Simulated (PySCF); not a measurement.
**`C1[C@@H]2[C@H](C=CO1)CC2`, C7H10O**

Cartesian coordinates in Å; atom numbers follow the order of the lines, from 1:
```xyz
18

C     2.176    0.114   -0.366
C     1.467   -0.961   -0.041
C     0.107   -0.829    0.553
C    -1.150   -1.168   -0.280
C    -1.780    0.152    0.194
C    -0.397    0.622    0.674
C     0.311    1.511   -0.344
O     1.722    1.394   -0.318
H     3.200    0.072   -0.708
H     1.894   -1.945   -0.134
H     0.081   -1.347    1.515
H    -0.947   -1.180   -1.349
H    -1.676   -2.080   -0.007
H    -2.255    0.767   -0.568
H    -2.477    0.010    1.018
H    -0.346    1.065    1.669
H    -0.036    1.243   -1.352
H     0.098    2.569   -0.169
```

Method: TDDFT wB97X-D/def2-SVPD circular dichroism and optical rotation, one conformer, gas phase (PySCF). Geometry: GFN2-xTB.

States above about 8.2 eV lie in this functional's continuum (it starts at minus the energy of the highest occupied orbital, well below the true ionisation energy for most functionals) and depend on the basis.

Task: Draw the ECD and absorption spectra from the lowest 8 states, each a Gaussian of half-width 0.25 eV at 1/e height.

Result: 
| E (eV) | λ (nm) | Δε (L mol⁻¹ cm⁻¹) | ε (L mol⁻¹ cm⁻¹) |
| --- | --- | --- | --- |
| 5.96 | 208 | -0.36 | 54.4 |
| 6.06 | 205 | -1.53 | 268 |
| 6.16 | 201 | -4.80 | 1010 |
| 6.26 | 198 | -11.13 | 2890 |
| 6.36 | 195 | -19.11 | 6330 |
| 6.46 | 192 | -24.51 | 10500 |
| 6.56 | 189 | -23.68 | 13100 |
| 6.66 | 186 | -17.34 | 12100 |
| 6.76 | 184 | -9.47 | 8320 |
| 6.86 | 181 | -2.97 | 4270 |
| 6.96 | 178 | +2.52 | 1840 |
| 7.06 | 176 | +8.84 | 1150 |
| 7.16 | 173 | +15.98 | 1410 |
| 7.26 | 171 | +21.19 | 1890 |
| 7.36 | 169 | +21.96 | 2170 |
| 7.46 | 166 | +18.74 | 2140 |
| 7.56 | 164 | +13.74 | 1870 |
| 7.66 | 162 | +8.67 | 1410 |
| 7.76 | 160 | +4.70 | 945 |
| 7.86 | 158 | +2.56 | 721 |
| 7.96 | 156 | +1.91 | 939 |
| 8.06 | 154 | +1.33 | 1520 |

Δε uses R in velocity form, ε uses f in length form. Only the states computed contribute, so the short-wavelength end is incomplete.
